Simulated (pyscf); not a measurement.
Structures and frequencies: ωB97X-D3(BJ)/def2-SVP in PySCF.

Q: How much does it cost (ΔH, 298 K, ωB97M-D3(BJ)/def2-TZVP) to split H₃Si–SiH₂–GeH₂–SiH₃ at its Ge–Si bond into •H₂Si–SiH₃ + H₃Si–GeH₂•?

A: Ge–Si to •H₂Si–SiH₃ + H₃Si–GeH₂•: 69.2 kcal/mol. The 7 functionals that were run give +64.0 (M06-2X) to +75.4 kcal/mol (ωB97X-D3(BJ)). Other isomers of •H₂Si–SiH₃, H₃Si–GeH₂• were not searched in full and may lie lower. Elements up to Kr have no core potential and no relativistic terms here.
